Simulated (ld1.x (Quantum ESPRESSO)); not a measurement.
rhenium: variants of one TM potential

Base potential:

Re, norm-conserving Troullier–Martins (Kleinman–Bylander form), made with ld1.x (Quantum ESPRESSO) 7.5 (PBEsol, scalar-relativistic). Core [Xe] 4f14, reference 5d5 6s1.5 6p0 (charge +0.5). Waves: 6s (bound): rc 2.10 bohr; 5d (bound): rc 1.85 bohr; 6p (bound, empty): rc 3.25 bohr. Local part: the p channel. Core correction: none.

Cutoffs, loose and tight: the cutoffs (Ry, on a coarse ladder) from which the occupation-weighted sum of valence levels, in a spherical-Bessel basis at the reference potential, stays within 10 and 1 mRy of its value at 400 Ry. They do not see the model core or the augmentation charge, which bear on the density cutoff. Test errors are all-electron minus pseudo excitation energies from the reference, over the configurations 5d5 6s2 6p0; 5d5 6s1 6p0; 5d5 6s0 6p0; 5d6 6s1 6p0; 5d3 6s0 6p0; 5d5 6s0 6p2; 5d5.5 6s1.5 6p0. A dash means not determined; rows that change the core or the reference have their own tests. The largest error is taken over the tests solved by every variant that gives reliable tests at all: 5d3 6s0 6p0; 5d5 6s0 6p0; 5d5 6s0 6p2; 5d5 6s1 6p0; 5d5.5 6s1.5 6p0; 5d6 6s1 6p0.

A true bound ghost makes a file unfit for plane-wave use even where its test errors are small: the radial tests pick states by their node count and pass the ghost by.

| change | outcome | cutoff, loose | cutoff, tight | bound ghosts | largest test error (meV) |
| --- | --- | --- | --- | --- | --- |
| base | generated | 35 Ry | 40 Ry | none | -502 |
| reference 5d5 6s1 6p0 | generated | 35 Ry | 40 Ry | none | -150 |
| all radii scaled by about 1.14 (s 2.38, p 3.70, d 2.10 bohr) | generated | 35 Ry | 40 Ry | none | -470 |
| functional PBE | generated | 35 Ry | 40 Ry | none | -373 |
| fully relativistic | generated | 35 Ry | 40 Ry | none | -485 |
| wave 5d (bound): rc 1.85 bohr becomes 5d (bound): rc 1.88 bohr | generated | 35 Ry | 40 Ry | none | -503 |
| core correction a·sin(br)/r model core inside 2.04 bohr | generated | 35 Ry | 40 Ry | none | -907 |
| wave 6s (bound): rc 2.10 bohr becomes 6s (bound): rc 1.32 bohr | failed: run_pseudo: Errors in PS-KS equation | – | – | – | – |
| all radii scaled by about 0.77 (s 1.62, p 2.50, d 1.42 bohr) | generated | 80 Ry | 120 Ry | s | -464 |

**Question.** What comes out with this change to the base: local potential the s channel?

**Answer.** outcome: generated; cutoff, loose: 35 Ry; cutoff, tight: 40 Ry; bound ghosts: none; largest test error (meV): -235.

**Question.** What comes out with this change to the base: type ultrasoft; waves now 6s (bound): rcut 1.85, rcutus 2.10 bohr; 6s channel at -0.15 Ry: rcut 1.85, rcutus 2.10 bohr; 6p (bound): rcut 2.85, rcutus 3.25 bohr; 6p channel at 0.65 Ry: rcut 2.85, rcutus 3.25 bohr; 5d (bound): rcut 1.60, rcutus 1.85 bohr; 5d channel at -0.3 Ry: rcut 1.60, rcutus 1.85 bohr; local potential all-electron potential smoothed inside 3.20 bohr (lloc = -1); augmentation PSQ, radius 1.65 bohr?

**Answer.** outcome: failed: chargeps: negative rho. Cause: the pseudo-density turned negative during the self-consistent test, most likely because a state had been found with a wrong node count and its wave set to zero before.

**Question.** What comes out with this change to the base: wave 6p (bound): rc 3.25 bohr becomes 6p (bound): rc 2.42 bohr?

**Answer.** outcome: generated; cutoff, loose: 35 Ry; cutoff, tight: 40 Ry; bound ghosts: s; largest test error (meV): -430.
